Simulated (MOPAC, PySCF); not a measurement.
[Hf(F)(OH)3], neutral singlet in the gas phase. 

Cartesian coordinates (Å):
```xyz
8

Hf    -0.1298    -0.0225    -0.1584
F     -0.3133     0.6694     1.6420
O     -1.0307    -1.7340    -0.2326
H     -1.4288    -2.6002    -0.3808
O      1.7549    -0.2189    -0.5522
H      2.6740    -0.3173    -0.8280
O     -0.9460     1.2355    -1.3816
H     -1.3501     1.7937    -2.0568
```
Charge 0, multiplicity 1.

All levels are single points at this geometry (BP86-D3(BJ)/def2-SVP); Pople sets use spherical d functions. Orbital energies aren't observables, and empty levels follow the basis.

M06-2X/6-31G* (LANL2DZ on Hf) in PySCF gives gap (eV) = 11.06.

Q: Estimate the gap (eV) from each of these levels: B3LYP-D3(BJ)/def2-TZVP in PySCF; PBE-D3(BJ)/def2-TZVP in PySCF; TPSSh-D3(BJ)/def2-TZVP in PySCF; B3LYP/6-311+G** (LANL2DZ on Hf) in PySCF; B3LYP/6-31G* (LANL2DZ on Hf) in PySCF; B3LYP/LANL2DZ in PySCF; BP86/6-31G* (LANL2DZ on Hf) in PySCF; PBE/6-31G* (LANL2DZ on Hf) in PySCF; SVWN5/6-31G* (LANL2DZ on Hf) in PySCF; HF/6-31G* (LANL2DZ on Hf) in PySCF; PM6 in MOPAC; PM7 in MOPAC.

A: 
```csv
level,gap (eV)
B3LYP-D3(BJ)/def2-TZVP in PySCF,8.10
PBE-D3(BJ)/def2-TZVP in PySCF,6.29
TPSSh-D3(BJ)/def2-TZVP in PySCF,7.54
B3LYP/6-311+G** (LANL2DZ on Hf) in PySCF,8.14
B3LYP/6-31G* (LANL2DZ on Hf) in PySCF,8.28
B3LYP/LANL2DZ in PySCF,8.41
BP86/6-31G* (LANL2DZ on Hf) in PySCF,6.54
PBE/6-31G* (LANL2DZ on Hf) in PySCF,6.38
SVWN5/6-31G* (LANL2DZ on Hf) in PySCF,6.36
HF/6-31G* (LANL2DZ on Hf) in PySCF,15.18
PM6 in MOPAC,9.24
PM7 in MOPAC,13.06
```
